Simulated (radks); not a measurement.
Q: All-electron atom: Ru+ in [Kr] 4d(up 3.5, down 3.5) (fractional occupations, a model configuration). Calculated with a radial shooting solver on a logarithmic mesh with Libxc functionals: scalar-relativistic Kohn-Sham, SCAN, spin-polarised, spherical densities, finite nucleus; meta-GGA in the generalised Kohn-Sham scheme; Fermi nuclear charge, rms radius 4.4809 fm. Some entries of the table are withheld. Estimate them.

| orbital | occ. | eigenvalue (hartree) | r(max) (bohr) |
|---|---|---|---|
| 1s | 2 | (1) | (2) |
| 2s | 2 | -116.9394 | 0.1228 |
| 2p | 6 | -104.6388 | 0.09828 |
| 3s | 2 | (3) | 0.3610 |
| 3p | 6 | -16.94556 | 0.3547 |
| 3d | 10 | -10.41041 | 0.3018 |
| 4s | 2 | (4) | 0.9179 |
| 4p | 6 | -2.03187 | (5) |
| 4d | 7 | -0.46032 | 1.207 |

A: 
(1) 1s eigenvalue (hartree): -808.1317
(2) 1s r(max) (bohr): 0.02172
(3) 3s eigenvalue (hartree): -21.02810
(4) 4s eigenvalue (hartree): -3.16304
(5) 4p r(max) (bohr): 0.9853
